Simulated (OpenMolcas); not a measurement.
Au3+ (d8) among equal point charges was computed by CASSCF with the d shell active (OpenMolcas, ANO-RCC-VDZP on the metal). Its lowest spin-free states, and all those of the highest spin:

```
2S+1  Degeneracy  E (cm-1)
   3           1       0.0
   3           2      3521
   1           1      3728
   3           1      7567
   1           1      9133
   3           2     11694
   3           1     15148
   1           1     17000
   1           2     17109
   1           1     19012
   3           1     25568
   1           1     25645
   3           2     36843
```

Is the site octahedral, tetrahedral or cube-like, axial, or of lower symmetry?

The states with 2S+1 = 3 have orbital degeneracies 1, 2, 1, 2, 1, 1, 2. There are pairs but no triples, so the site is axial: not cubic, but with a proper or improper axis of order three or more. The run had Au3+ among 4 point charges of -2 e arranged as a square (D4h), 2.07 Å from the ion.

Spin-orbit coupling mixes the spin-free states strongly: the lowest level takes only 61 % from its leading state, 3A2. Without dynamic correlation the repulsion within the d shell is too large (B by tens of per cent), so at a given field states of lower spin stand too high. This shell can be high or low spin here, a state of another spin lies low, and with metal d orbitals alone active their balance is uncertain, so the ground spin may be wrong. Point charges give a weaker field than real ligands, and real ions of this kind are as a rule low spin; the high spin found here belongs to the model. Point charges carry no covalency, so the field is a model and not that of real ligands. No measured value stands beside these numbers.
